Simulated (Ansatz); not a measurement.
`N[SiH](F)S` → `N[Si]F` + H₂S at 400 K and 1 bar (silylene formation by 1,1-elimination).

Program: Ansatz. Geometries: PBE0-D4/def2-TZVP. ΔE: electronic, gas phase. CBS: MP2 limit from def2 TZ/QZ plus the TZ coupled-cluster correction, frozen cores. This one scheme is used for every species. Each species was taken in one conformer, which may not be the lowest.

```csv
species,CCSD(T)/CBS energy (Eh),H − E (kJ/mol),S (J/(mol·K))
`N[SiH](F)S`,-843.89255,155.6,354.5
`N[Si]F`,-444.84306,94.4,288.8
H₂S,-398.97279,53.4,215.9
```

H − E and S are ideal-gas, rigid-rotor, harmonic terms from PBE0-D4/def2-TZVP, for one conformer and one mirror image of each species. 1 Eh = 2625.50 kJ/mol, R = 8.31446 J/(mol·K).

Task: By hand: ΔE, ΔH, ΔS and ΔG.

Result: ΔE = (-444.84306) + (-398.97279) − (-843.89255) = 0.07670 Eh = 201.4 kJ/mol. Δ(H − E) = 94.4 + 53.4 − 155.6 = -7.8, so ΔH = 193.6 kJ/mol. ΔS = 288.8 + 215.9 − 354.5 = 150.2 J/(mol·K). ΔG = 193.6 − 400 × (150.2)/1000 = 133.5 kJ/mol.

Task: By hand: the equilibrium constant, and the temperature at which ΔG would vanish if ΔH and ΔS stayed fixed.

Result: log₁₀ K = −ΔG/(RT ln 10) = -17.4. ΔG = 0 at ΔH/ΔS = 1289 K.

The number of gas molecules changes by +1, which sets the sign of ΔS. A doubt of 5 kJ/mol in ΔE shifts log₁₀ K by 0.7 here. Other conformers and mirror images would add mixing entropy, several J/(mol·K) or more a flexible species. These are equilibria of isolated gas molecules and say nothing of rates. Largest T1 diagnostic: 0.014 (customary marks: 0.02 for closed shells, 0.045 for open ones).
